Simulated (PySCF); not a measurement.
## Telling isomers of C$_{3}$H$_{9}$ClOSi$_{2}$ apart by NMR

[PySCF 2.14.0 with density-fitted response routines: structure optimised with GFN2-xTB; shieldings: GIAO PBE0/pcSseg-1; no relativistic terms; rapidly exchanging positions averaged; no solvent model; one computed conformer]

Scale: ¹H (31.72 ppm), ¹³C (186.93 ppm) vs TMS (reference shieldings calculated alike). Where no couplings were computed, multiplicities follow the n + 1 count of equivalent neighbours, and m marks all less simple cases (inequivalent or close neighbours, rings, F or P nearby). Shifts are as computed. Against solution values, carbons near 30 ppm lie about +3 ppm off and those near 130 ppm about +5 ppm; carbons on Cl a further +6 ppm. Of 1309 compounds with measured shifts, 239 miss one by over three times the rms of a fit or turn the order of signals round; such compounds aren't used in these exercises. Carbons bonded to Cl come out too deshielded.

(1) Tabulate the signals of `C=C[Si@H](Cl)[SiH2]OC`, `Cl[C@H]1CC[SiH2]O[SiH2]1` and their relative energies.

(2) What is the quickest way to tell C=C[Si@H](Cl)[SiH2]OC from Cl[C@H]1CC[SiH2]O[SiH2]1?

## Answers

(1) 
| SMILES | carbon types | δC | δH | E rel. (kcal/mol) |
| --- | --- | --- | --- | --- |
| C=C[Si@H](Cl)[SiH2]OC | 1×CH 1×CH2 1×CH3 | 143.8, 139.1, 56.1 | 6.68 (m, 1H), 6.50 (m, 1H), 6.42 (m, 1H), 5.65 (m, 1H), 5.17 (m, 1H), 5.08 (m, 1H), 3.69 (s, 3H) | 27.0 |
| Cl[C@H]1CC[SiH2]O[SiH2]1 | 1×CH 2×CH2 | 48.1, 35.0, 15.2 | 5.15 (m, 1H), 5.10 (m, 1H), 5.05 (m, 1H), 4.88 (m, 1H), 3.21 (m, 1H), 2.61 (m, 1H), 2.06 (m, 1H), 1.02 (m, 1H), 0.90 (m, 1H) | 0.0 |

Energies are electronic energies at PBE0/pcSseg-1 on these geometries, without zero-point or thermal terms, each for the one conformer computed, which needn't be the lowest.

(2) Both give the same number of carbon signals, but DEPT or the intensities differ. The first has a terminal =CH2 carbon at 143.8 ppm, the second an sp3 CH bonded to Cl and Si at 48.1 ppm. In the proton spectra the most deshielded non-exchanging signals are 6.68 (m, 1H) and 5.15 (m, 1H).
